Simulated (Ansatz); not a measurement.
Species: C$_{2}$H$_{6}$N, SMILES `C[N]C` (charge 0, multiplicity 2).

**Question.** Give a relaxed geometry from PBE-D3(BJ)/def2-SVP in Ansatz (a program for electronic structure).

**Answer.** the end point of this relaxation (outside a Z-matrix the atoms follow the SMILES, hydrogens last).
Z-matrix (Å, degrees):
```
N
C 1 1.4305
H 2 1.1088 1 111.34
H 2 1.1214 3 108.21 1 -123.51
H 2 1.1215 3 108.18 4 -113.06
C 1 1.4305 2 112.39 3 -179.87
H 6 1.1088 1 111.34 2 179.73
H 6 1.1214 7 108.22 1 123.54
H 6 1.1215 7 108.17 8 113.06
```
